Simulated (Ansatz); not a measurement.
Born–Oppenheimer molecular dynamics of C4H8B2 (14 atoms, charge 0, multiplicity 1). It goes on from the last frame of an earlier run, with new velocities.

All numbers below come from RKS PBE0-D4/STO-3G (Ansatz 0.2.0).

```json
{
 "ensemble": "NVT, Langevin thermostat",
 "time step": "0.5 fs",
 "steps asked": "250",
 "set temperature": "700 K",
 "friction": "0.001 /fs",
 "seed": "640111"
}
```

Frames 0.5 fs apart, positions in Å.

Velocities at 45 fs (Å/ps):

```
B 12.31 0.61 -2.56
C 2.52 3.02 7.24
B 5.64 -3.70 -7.70
C -5.51 12.26 -5.13
C -4.34 -7.08 13.07
C -2.80 -11.11 4.11
H -8.10 2.60 -18.72
H 0.89 0.23 -9.82
H 2.33 30.15 -20.69
H 36.99 -13.38 -6.96
H 0.00 0.17 -8.27
H -19.20 -15.02 -0.02
H -38.77 -1.59 5.36
H -14.02 -11.54 -3.80
```

```xyz
14
Properties=species:S:1:pos:R:3 time_fs=45 energy_less_start_eV=0.203 T=483
B 0.234 -1.196 -0.117
C 1.068 -0.298 0.853
B 1.028 1.092 0.285
C -0.273 1.436 -0.447
C -1.128 0.171 -0.543
C -1.956 -0.670 -0.453
H 0.615 -1.186 -1.246
H -0.045 -2.250 0.281
H 0.663 -0.351 1.857
H 1.979 -0.893 0.812
H 1.885 1.911 0.125
H -0.972 2.263 -0.174
H 0.219 1.674 -1.409
H -2.663 -1.380 -0.511
14
Properties=species:S:1:pos:R:3 time_fs=45.5 energy_less_start_eV=0.161 T=496
B 0.240 -1.195 -0.118
C 1.070 -0.296 0.857
B 1.031 1.090 0.282
C -0.276 1.442 -0.450
C -1.130 0.168 -0.537
C -1.957 -0.676 -0.450
H 0.610 -1.185 -1.255
H -0.046 -2.251 0.276
H 0.664 -0.335 1.848
H 1.998 -0.899 0.809
H 1.885 1.910 0.122
H -0.981 2.256 -0.174
H 0.200 1.673 -1.407
H -2.673 -1.390 -0.513
14
Properties=species:S:1:pos:R:3 time_fs=46 energy_less_start_eV=0.108 T=531
B 0.246 -1.195 -0.120
C 1.071 -0.295 0.860
B 1.034 1.089 0.278
C -0.279 1.448 -0.453
C -1.131 0.166 -0.530
C -1.959 -0.681 -0.448
H 0.605 -1.184 -1.263
H -0.047 -2.251 0.272
H 0.664 -0.320 1.840
H 2.018 -0.902 0.808
H 1.885 1.907 0.119
H -0.987 2.249 -0.174
H 0.179 1.673 -1.408
H -2.690 -1.405 -0.515
14
Properties=species:S:1:pos:R:3 time_fs=46.5 energy_less_start_eV=0.058 T=561
B 0.252 -1.195 -0.123
C 1.073 -0.294 0.863
B 1.037 1.089 0.274
C -0.283 1.454 -0.455
C -1.132 0.165 -0.523
C -1.960 -0.688 -0.446
H 0.600 -1.184 -1.269
H -0.049 -2.253 0.268
H 0.663 -0.304 1.836
H 2.037 -0.902 0.810
H 1.885 1.903 0.118
H -0.992 2.242 -0.174
H 0.158 1.673 -1.413
H -2.711 -1.425 -0.516
14
Properties=species:S:1:pos:R:3 time_fs=47 energy_less_start_eV=0.017 T=589
B 0.258 -1.196 -0.125
C 1.075 -0.294 0.866
B 1.041 1.089 0.270
C -0.287 1.460 -0.458
C -1.132 0.165 -0.517
C -1.962 -0.694 -0.443
H 0.594 -1.183 -1.274
H -0.053 -2.255 0.264
H 0.660 -0.289 1.836
H 2.055 -0.898 0.814
H 1.885 1.897 0.117
H -0.996 2.237 -0.174
H 0.136 1.675 -1.421
H -2.734 -1.448 -0.517
14
Properties=species:S:1:pos:R:3 time_fs=47.5 energy_less_start_eV=-0.019 T=619
B 0.264 -1.196 -0.128
C 1.077 -0.294 0.869
B 1.044 1.089 0.266
C -0.292 1.465 -0.460
C -1.132 0.165 -0.510
C -1.965 -0.701 -0.441
H 0.588 -1.183 -1.276
H -0.057 -2.256 0.262
H 0.656 -0.275 1.841
H 2.071 -0.891 0.820
H 1.885 1.890 0.116
H -0.999 2.234 -0.173
H 0.113 1.677 -1.434
H -2.757 -1.471 -0.518
14
Properties=species:S:1:pos:R:3 time_fs=48 energy_less_start_eV=-0.053 T=640
B 0.270 -1.196 -0.131
C 1.081 -0.294 0.871
B 1.048 1.089 0.263
C -0.297 1.470 -0.462
C -1.131 0.167 -0.504
C -1.968 -0.709 -0.439
H 0.582 -1.183 -1.278
H -0.062 -2.257 0.259
H 0.650 -0.260 1.851
H 2.083 -0.878 0.829
H 1.888 1.884 0.116
H -1.001 2.233 -0.170
H 0.090 1.680 -1.450
H -2.778 -1.493 -0.518
14
Properties=species:S:1:pos:R:3 time_fs=48.5 energy_less_start_eV=-0.087 T=649
B 0.275 -1.197 -0.135
C 1.084 -0.295 0.873
B 1.052 1.091 0.259
C -0.302 1.474 -0.464
C -1.130 0.168 -0.497
C -1.971 -0.717 -0.437
H 0.577 -1.183 -1.278
H -0.068 -2.259 0.257
H 0.643 -0.246 1.863
H 2.091 -0.863 0.841
H 1.892 1.877 0.116
H -1.002 2.235 -0.165
H 0.067 1.684 -1.470
H -2.796 -1.511 -0.517
14
Properties=species:S:1:pos:R:3 time_fs=49 energy_less_start_eV=-0.117 T=656
B 0.280 -1.198 -0.139
C 1.088 -0.296 0.875
B 1.056 1.092 0.255
C -0.307 1.477 -0.466
C -1.129 0.170 -0.491
C -1.975 -0.725 -0.435
H 0.573 -1.184 -1.277
H -0.073 -2.260 0.254
H 0.636 -0.233 1.877
H 2.096 -0.844 0.855
H 1.897 1.871 0.117
H -1.003 2.239 -0.160
H 0.043 1.688 -1.491
H -2.809 -1.525 -0.516
14
Properties=species:S:1:pos:R:3 time_fs=49.5 energy_less_start_eV=-0.137 T=654
B 0.284 -1.200 -0.143
C 1.092 -0.297 0.876
B 1.060 1.094 0.252
C -0.313 1.480 -0.469
C -1.128 0.172 -0.485
C -1.978 -0.733 -0.433
H 0.569 -1.185 -1.276
H -0.079 -2.260 0.250
H 0.629 -0.222 1.891
H 2.099 -0.822 0.870
H 1.904 1.866 0.118
H -1.004 2.245 -0.152
H 0.018 1.694 -1.512
H -2.817 -1.534 -0.513
14
Properties=species:S:1:pos:R:3 time_fs=50 energy_less_start_eV=-0.150 T=659
B 0.288 -1.202 -0.147
C 1.096 -0.299 0.878
B 1.064 1.095 0.248
C -0.319 1.482 -0.471
C -1.127 0.174 -0.478
C -1.982 -0.742 -0.431
H 0.567 -1.186 -1.274
H -0.085 -2.259 0.246
H 0.624 -0.211 1.904
H 2.099 -0.798 0.887
H 1.913 1.861 0.119
H -1.004 2.254 -0.144
H -0.009 1.699 -1.533
H -2.821 -1.540 -0.510
14
Properties=species:S:1:pos:R:3 time_fs=50.5 energy_less_start_eV=-0.158 T=667
B 0.292 -1.204 -0.151
C 1.100 -0.300 0.879
B 1.067 1.098 0.245
C -0.324 1.483 -0.473
C -1.127 0.175 -0.472
C -1.986 -0.750 -0.429
H 0.566 -1.187 -1.274
H -0.091 -2.257 0.242
H 0.619 -0.202 1.914
H 2.099 -0.773 0.906
H 1.924 1.858 0.119
H -1.005 2.264 -0.135
H -0.037 1.704 -1.553
H -2.819 -1.542 -0.506
```

Of the whole run (125 fs, mean temperature of the second half 668 K): A run of 0.12 ps of so small a system gives no equilibrium averages. Limits of this set-up: minimal basis.

The run took 4.9 min on 1 thread of Intel(R) Xeon(R) 6975P-C (Granite Rapids) (shared host), peak memory 0.13 GiB.
